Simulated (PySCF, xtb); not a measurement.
Sn(nBu)(Cl)3 (C4H9Cl3Sn), SMILES CCC[CH2][Sn]([Cl])([Cl])[Cl].

GFN2-xTB (xtb 6.7.1) at its own geometry gives an orbital gap of 2.61 eV and a dipole moment of 5.64 D.

Geometry optimised at B3LYP-D3(BJ)/def2-SVP. The isomer is the one that the SMILES or the coordinates give; other isomers of the formula were not compared. The def2 effective core potentials stand for the cores of Sn; spin–orbit coupling is left out. The values are those of a single conformer.

Task: What does PySCF with B3LYP/def2-SVP give? (An estimate is asked for; the answer gives what the named calculation found.)

Result: gap 5.87 eV (levels -8.24 and -2.37 eV), dipole 4.04 D.
